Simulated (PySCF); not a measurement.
Excitations are Tamm–Dancoff values on a coarser integration grid. The basis has no diffuse functions, so Rydberg states are missing or too high.

Cartesian coordinates (Å):
```xyz
7

C     -1.3723    -0.0755    -0.0071
C     -0.0722    -0.1018     0.0047
C      1.2207    -0.1302     0.0164
Br     2.2796     1.4649    -0.0569
H     -1.9285    -0.1125    -0.9373
H     -1.9433    -0.0158     0.9129
H      1.8160    -1.0291     0.0672
```
Charge 0, spin multiplicity 1.

Question: Predict the dipole moment, T1 excitation (TDA) and S1 excitation (TDA) from ωB97X-D3(BJ)/def2-TZVP // B3LYP-D3(BJ)/def2-TZVP run with PySCF.

Answer: 
The dipole moment is 1.78 D and the T1 excitation (TDA) is 4.37 eV. The S1 excitation (TDA) comes out as 4.84 eV.
